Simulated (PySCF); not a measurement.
Polarisability and C₆ of As⁺ (arsenic, charge +1)

[Ar] 3d10 4s2 4p2, high-spin 3P determinant. Computed with PySCF 2.14 in aug-cc-pVQZ-DK (8s7p5d3f2g, 93 functions), with the spin-free X2C one-electron Hamiltonian (Gaussian nucleus). Coupled (time-dependent) response in atomic units; α is the mean over directions.

| method | mean α (bohr³) | α xx, yy, zz | C₆ (like pair) | S(−4) |
| --- | --- | --- | --- | --- |
| UHF | 16.88 | 15.85, 17.39, 17.39 | 103.0 | 81.98 |
| PBE | 16.81 | 15.33, 17.55, 17.55 | 101.5 | 85.47 |
| PBE0 | 16.63 | 15.34, 17.27, 17.27 | 100.4 | 81.35 |
| BHandHLYP | 16.45 | 15.25, 17.05, 17.05 | 98.93 | 78.95 |
| MN15 | 15.97 | 15.02, 16.45, 16.45 | 93.14 | 77.05 |

S(−4) is the Cauchy moment in α(ω) = α(0) + S(−4) ω² + …

Spin-orbit coupling is absent.

α(iu) at MN15:

```tsv
u (hartree)	α(iu) (bohr³)
0	15.97
0.0500	15.78
0.100	15.24
0.200	13.45
0.300	11.30
0.500	7.642
0.750	4.831
1.00	3.282
1.50	1.816
2.00	1.177
3.00	0.6335
5.00	0.2815
```

A single London oscillator, α(iu) = α/(1 + u²/ω²), gives C₆ = (3/4) ω α². Matching the computed C₆ needs ω = 4 × 93.14 / (3 × 15.97²) = 0.487 hartree.

For an ion, C₆ is the dispersion term alone; charge-induced terms of lower order in 1/R come first.

The components differ because the open shell of this determinant is not spherical; for a pure term their mean is the scalar polarisability.
